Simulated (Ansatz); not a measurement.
Reaction (redistribution): `C[NH][SnH]([Cl])[Cl]` + `B[CH2][GeH2][CH3]` → `B[CH2][SnH]([Cl])[Cl]` + `C[NH][GeH2][CH3]`

Program: Ansatz. Geometries: PBE0-D4/def2-TZVP. ΔE: electronic, gas phase. CCSD(T)/CBS adds triple-zeta CCSD(T) − MP2 to the extrapolated MP2 energy (def2 sets, frozen cores). Functionals use def2-TZVPP. def2 core potentials past Kr. For Ge, Sn outer-core shells are correlated without core-valence functions, which leaves a few kJ/mol of doubt a bond. Scalar relativity is left out up to krypton. Each species was taken in one conformer, which may not be the lowest.

```json
{"level": "ωB97M-V", "ΔE (kJ/mol)": "-4.3"}
{"level": "SCS-MP2/def2-TZVPP", "ΔE (kJ/mol)": "-7.7"}
```

Problem. What does CCSD(T)/CBS give? (Estimate.)

Solution. The calculation gave: -4.8 kJ/mol. The listed levels differ from it by 0.5, -2.9 kJ/mol.

Largest T1 diagnostic among the species: 0.012.

From PBE to PBE0 (25 % exact exchange), in def2-TZVPP and without D4, ΔE moves by −3.6 kJ/mol. In def2-TZVPP, CCSD(T) changes the Hartree–Fock value by +10.7 kJ/mol (the triples alone add +1.8 kJ/mol) and MP2 by +10.3 kJ/mol.
